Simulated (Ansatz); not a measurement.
GeO₂H₄⁺, that is Ge(OH)2H2 with one electron fewer. The state is a doublet with charge 1. Geometry r2SCAN-D4/def2-TZVP, that of the neutral singlet; atoms count from 1.

```xyz
7

Ge    0.450   -0.045    0.200
O    -0.292    1.441   -0.441
H    -0.362    1.431   -1.401
O    -0.801   -1.067    0.933
H    -1.484   -1.324    0.306
H     1.348    0.343    1.368
H     1.141   -0.779   -0.965
```

(1) Estimate the Mulliken populations from the PBE0/def2-TZVP orbitals of Ansatz.

(2) Where does the spin sit?

(3) And the Mayer bond orders between heavy atoms (over 0.3)?

## Answers

(1) 
| atom | charge (e) | spin (α − β) |
| --- | --- | --- |
| Ge1 | 0.47 | -0.05 |
| O2 | -0.34 | 0.36 |
| H3 | 0.38 | -0.01 |
| O4 | -0.26 | 0.50 |
| H5 | 0.38 | -0.01 |
| H6 | 0.17 | 0.07 |
| H7 | 0.18 | 0.14 |
Mulliken values depend strongly on the basis.

(2) Summed by element: Ge -0.05, O 0.87, H 0.19, of 1 unpaired in all. Largest on single atoms: O4 0.50, O2 0.36, H7 0.14.

(3) Ge1–O2 1.03 (1.78 Å); Ge1–O4 1.02 (1.77 Å).
